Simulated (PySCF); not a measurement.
C₄H₄OSe, SMILES C1(C[Se]C1=C)=O.

Geometry optimised at B3LYP-D3(BJ)/def2-SVP. This is a generated structure with no PubChem entry under its InChIKey; it may be hypothetical.

Method: TDDFT-PBE/def2-SVPD in PySCF.

Vertical excitations. Gas-phase values at a fixed geometry. State labels are in the subgroup Cs.

| state | symmetry | energy (eV) | λ (nm) | f | main pairs |
|---|---|---|---|---|---|
| S1 | A' | 2.97 | 418 | 0.036 | HOMO→LUMO 96 % |
| S2 | A" | 3.52 | 353 | 0.000 | HOMO−1→LUMO 100 % |
| S3 | A" | 3.91 | 317 | 0.000 | HOMO→LUMO+1 100 % |
| S4 | A' | 4.86 | 255 | 0.028 | HOMO−1→LUMO+1 89 % |
| S5 | A" | 5.17 | 240 | 0.010 | HOMO→LUMO+2 58 %, HOMO−3→LUMO 40 % |
| S6 | A" | 5.23 | 237 | 0.002 | HOMO−3→LUMO 59 %, HOMO→LUMO+2 37 % |
| S7 | A' | 5.62 | 221 | 0.082 | HOMO−2→LUMO 61 %, HOMO→LUMO+4 24 % |
| S8 | A" | 5.63 | 220 | 0.007 | HOMO→LUMO+3 96 % |
| S9 | A' | 5.94 | 209 | 0.009 | HOMO−1→LUMO+2 95 % |
| S10 | A" | 5.97 | 208 | 0.001 | HOMO−4→LUMO 96 % |
| T1 | A' | 2.17 | 570 | 0 | HOMO→LUMO 98 % |
| T2 | A" | 3.08 | 402 | 0 | HOMO−1→LUMO 100 % |
| T3 | A" | 3.52 | 352 | 0 | HOMO→LUMO+1 100 % |
| T4 | A' | 4.32 | 287 | 0 | HOMO−2→LUMO 95 % |
Triplets are in the Tamm–Dancoff approximation, which puts them higher than full response would, so one can lie above its singlet here.
